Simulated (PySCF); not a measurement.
**Bond length, frequency and bond energy of SnF⁺ by level of theory**

State: ¹Σ⁺ (singlet), closed shell. Set-up: Sn x2c-SVPall, F x2c-SVPall; spin-free X2C with a Gaussian nucleus (PySCF 2.14). De refers to Sn⁺ + F in their high-spin ground configurations, without counterpoise correction. A positive dipole points towards F; it is taken about the centre of mass and depends on that origin.

```csv
Level,Re (Å),ωe (cm⁻¹),De (eV),μ (D),"CPU s a point (SCF and correlation, without the integrals)"
RHF,1.883,736,2.91,-3.89,0.078
RHF-MP2,1.901,712,4.95,n/a,0.13
RHF-SCS-MP2,1.902,710,4.76,n/a,n/a
RHF-CCSD,1.901,711,4.51,n/a,n/a
RHF-CCSD(T),1.906,700,4.63,n/a,0.97
LDA,1.896,702,6.35,-3.00,0.55
PBE,1.922,671,5.49,-3.11,0.96
r²SCAN,1.903,698,5.10,-3.23,1.3
TPSSh,1.908,693,5.10,-3.26,1.4
PBE0,1.900,705,4.94,-3.40,1.6
M06,1.906,697,5.28,-3.70,1.3
CAM-B3LYP,1.893,718,5.07,-3.36,2
```

The bond length runs from 1.883 Å (RHF) to 1.922 Å (PBE). De spans 2.91 eV (RHF, mean field) to 6.35 eV (LDA, local density). Correlation at CCSD(T) changes the Hartree–Fock bond energy by +1.72 eV; the triples alone change it by +0.12 eV.

Correlated steps freeze 19 core orbitals. Correlated levels converge slowly with the basis: in double zeta they bind strong bonds too weakly, by up to about 1 eV, and carry superposition errors of some tenths. Spin–orbit coupling is left out, which matters for elements this heavy, above all for dissociation energies. For an ion De counts to the pair picked by the measured ionisation energies or electron affinities, which need not be the lowest pair at this level. Where the molecule has an RHF reference, its open-shell atoms are computed with UHF.

The whole job (state search and all levels along the bond) took about 2.7 min on 1 thread of Arm Neoverse N1 (shared host), peak memory 0.57 GiB.
